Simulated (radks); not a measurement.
Q: Species: Co19+. Configuration: [He] 2s2 2p4. All-electron calculation, scalar-relativistic Kohn-Sham, BLYP, spin-unpolarised, spherical densities, point nucleus. Program: a radial shooting solver on a logarithmic mesh with Libxc functionals. Some entries of the table are withheld. Estimate them.

orbital,occ.,eigenvalue (hartree),<r^2> (bohr^2),r(max) (bohr)
1s,2,-311.9828,(1),0.03675
2s,2,-61.38800,0.07010,0.2077
2p,4,(2),0.05476,0.1658
3s,0,-24.69416,(3),0.5703
3p,0,-23.43152,0.3922,0.5481
3d,0,-21.80307,0.3086,0.4367

A: 
(1) 1s <r^2> (bohr^2): 0.004224
(2) 2p eigenvalue (hartree): -57.42301
(3) 3s <r^2> (bohr^2): 0.4118
